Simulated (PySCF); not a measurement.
C₄H₆O₂S.
Bonds: C1–S2, S2–O3 (double), S2–O4 (double), S2–C5, C5–C6 (double), C6–C7, C5–C7. Hydrogens: H8, H9, H10 on C1; H11 on C6; H12, H13 on C7.

Computed with TDDFT CAM-B3LYP/def2-SVPD, vertical, gas phase, core orbitals frozen in the response (PySCF 2.14.0, density-fitted response routines). One conformer (not necessarily the lowest) at the GFN2-xTB geometry, without solvent, vibrations or thermal averaging. Torsions of this conformer, `[CH3:1][S:2](=[O:3])(=[O:4])[C:5]1=[CH:6][CH2:7]1`: C1–S2–C5–C6 -155°.

Q: What does the calculation give for the low-lying excited states?

A: 

| state | λ (nm) | E (eV) | f | main configurations (H = HOMO, L = LUMO) |
| --- | --- | --- | --- | --- |
| S1 | 212.3 | 5.84 | 0.0011 | H-1→L (88%) |
| S2 | 206.8 | 5.99 | 0.142 | H→L (93%) |
| S3 | 175.5 | 7.06 | 0.0062 | H-2→L (48%), H-3→L (22%), H-5→L (15%) |
| S4 | 171.8 | 7.22 | 0.0029 | H-2→L (43%), H-3→L (41%) |
| S5 | 169.0 | 7.34 | 0.0001 | H→L+1 (70%), H→L+2 (16%) |
| S6 | 163.4 | 7.59 | 0.0008 | H-4→L (48%), H-6→L (22%), H-3→L (12%) |
| S7 | 158.8 | 7.81 | 0.0055 | H→L+3 (54%), H→L+5 (18%) |
| S8 | 157.2 | 7.88 | 0.0003 | H-1→L+1 (30%), H-4→L (23%), H-5→L (11%) |

Triplets, Tamm–Dancoff:

```json
{"state": "T1", "E (eV)": "3.78", "λ (nm)": "328.0", "main configurations (H = HOMO, L = LUMO)": "H→L (90%)"}
{"state": "T2", "E (eV)": "5.48", "λ (nm)": "226.3", "main configurations (H = HOMO, L = LUMO)": "H-1→L (87%)"}
{"state": "T3", "E (eV)": "6.63", "λ (nm)": "187.1", "main configurations (H = HOMO, L = LUMO)": "H-2→L (37%), H-3→L (21%), H-5→L (19%)"}
```

The lowest singlet comes at 212 nm (563 kJ/mol) in the ultraviolet; it is very weak; its leading configuration is HOMO-1→LUMO (88%). The strongest level in the table is S2 at 5.99 eV (207 nm, f = 0.142). Löwdin shares by element: HOMO carbon 68% or more, oxygen 10% or more (atoms not listed hold the other 22%); LUMO carbon 67% or more, hydrogen 7% or more, sulfur 7% (atoms not listed hold the other 19%). Weighted by f, the mean energy of these states is 6.13 eV. The listed states span 2.05 eV, and the widest gap between neighbours is 1.07 eV (S2 to S3). The oscillator strengths of these states sum to 0.158; summed over the whole spectrum of an exact calculation they would give the number of electrons, 62 (Thomas–Reiche–Kuhn). No computed singlet lies in the visible range (380 to 750 nm); the lowest, at 212 nm, stands 2.58 eV above its violet end (3.26 eV). Singlets were solved by full linear response, triplets in the Tamm–Dancoff approximation.
